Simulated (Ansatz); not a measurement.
```yaml
crystal:
  periodic: [false, false, false]
  atoms:
    - {symbol: Cd, position_ang: [2.617324, -4.474533, -1.680851]}
    - {symbol: Se, position_ang: [0.045440, -4.643049, 1.132941]}
    - {symbol: Se, position_ang: [-0.063076, -2.530100, -2.002113]}
    - {symbol: Cd, position_ang: [-2.467068, -1.416801, -1.308249]}
    - {symbol: Cd, position_ang: [0.524881, -2.243051, 2.652286]}
    - {symbol: Se, position_ang: [-1.664598, -0.932338, 1.466418]}
    - {symbol: Se, position_ang: [-2.284897, 1.203711, -1.996533]}
    - {symbol: Cd, position_ang: [-2.598911, 4.525961, -1.555045]}
    - {symbol: Cd, position_ang: [-1.661321, 1.516038, 2.664672]}
    - {symbol: Se, position_ang: [-3.971940, 2.425725, 1.171696]}
    - {symbol: Cd, position_ang: [2.279319, -1.262364, -1.955720]}
    - {symbol: Se, position_ang: [2.166497, -0.886069, 0.999432]}
    - {symbol: Se, position_ang: [1.736228, 0.979945, -3.183880]}
    - {symbol: Cd, position_ang: [0.054924, 2.604011, -1.907227]}
    - {symbol: Cd, position_ang: [2.662760, 1.524068, 2.054147]}
    - {symbol: Se, position_ang: [0.337603, 2.318579, 0.940741]}
    - {symbol: H, position_ang: [2.753950, -5.129974, -3.244337]}
    - {symbol: H, position_ang: [2.574256, -4.303892, 0.082846]}
    - {symbol: H, position_ang: [-1.139177, -4.994524, 1.954777]}
    - {symbol: H, position_ang: [0.996775, -5.422217, 2.038382]}
    - {symbol: H, position_ang: [-0.238899, -2.600458, -3.376817]}
    - {symbol: H, position_ang: [-3.848951, -2.328004, -1.276104]}
    - {symbol: H, position_ang: [0.785045, -2.480111, 4.289458]}
    - {symbol: H, position_ang: [-2.750819, -1.572172, 2.235760]}
    - {symbol: H, position_ang: [-2.347401, 1.082824, -3.360763]}
    - {symbol: H, position_ang: [-3.067316, 4.912553, -3.188107]}
    - {symbol: H, position_ang: [-2.419538, 4.319101, 0.014271]}
    - {symbol: H, position_ang: [-1.776361, 1.991123, 4.279010]}
    - {symbol: H, position_ang: [-4.848517, 1.530661, 2.036968]}
    - {symbol: H, position_ang: [-4.154731, 3.560025, 1.984525]}
    - {symbol: H, position_ang: [3.659086, -2.365003, -2.002882]}
    - {symbol: H, position_ang: [3.415496, -1.573685, 1.326966]}
    - {symbol: H, position_ang: [3.049252, 1.776235, -2.985004]}
    - {symbol: H, position_ang: [3.693413, 2.164658, -0.517308]}
    - {symbol: H, position_ang: [-0.213538, 4.297284, -2.027804]}
    - {symbol: H, position_ang: [3.815394, 2.207076, 3.093984]}
    - {symbol: H, position_ang: [4.234709, 2.430746, -0.167539]}
    - {symbol: H, position_ang: [0.339259, 3.785882, 1.302847]}
basis:
  gaussian: {orbitals: def2-SVP, fitting: {mean_field: def2-universal-jkfit}}
hamiltonian: {xc: {name: r2SCAN}}
scf: {lower_state_search: off}
```

```sh
$ ansatz run in.yaml --threads 4 --pin off --events-out ev --progress --plain --max-ram 66560MiB --backend cuda --devices 0, --max-vram 37GiB
```

Output, abridged:

```
Functional definition: r2SCAN
  name "r2SCAN"
  cite "Furness, Kaplan, Ning, Perdew & Sun, J. Phys. Chem. Lett. 11, 8208 (2020) doi:10.1021/acs.jpclett.0c02405"
  cite "Furness, Kaplan, Ning, Perdew & Sun, J. Phys. Chem. Lett. 11, 9248 (2020) doi:10.1021/acs.jpclett.0c03077"
  parent r2scan
  parameter k0 = 0.174
  parameter k1 = 0.065
  parameter a1 = 4.9479
  exchange = r2scan_x(k0 = k0, k1 = k1, a1 = a1)
  correlation = r2scan_c
these checks for a lower state are left out or cut short: stability, starts, cluster_reference, orbital_swaps, neighbouring_geometries, increment
4564 factors; integrals over basis functions are off by at most 3.4e-1 eV
mean field evaluation 1: about -559610.8551 eV, gradient 6.0e1 eV
mean field evaluation 2: about -559604.3893 eV, gradient 8.1e1 eV
mean field evaluation 4: about -559620.1647 eV, gradient 6.8e0 eV
mean field evaluation 8: about -559620.2541 eV, gradient 5.2e-1 eV
mean field evaluation 16: about -559620.2549 eV, gradient 5.8e-5 eV
mean field -559620.25489772 eV, -20565.6650432585 hartree, gradient 1.7e-6 eV, S^2 0.000000; 0 other end points of the search recorded, 0 dependent functions left out
reference -559620.25493542 eV, -20565.6650446438 hartree; 227, 227 occupied and 387, 387 virtual orbitals, 4564 factors
Total energy: -559620.25493542 eV, -20565.6650446438 hartree
Checks for a lower state left out: stability, starts, cluster_reference, orbital_swaps, neighbouring_geometries, increment
```

It took 13 s on 4 threads of AMD EPYC 7R13 on a shared host and a share (37 GiB) of an NVIDIA H100 80GB HBM3, peak host memory 1.2 GiB.

In the def2 sets Cd takes a core potential; there is no spin–orbit coupling.
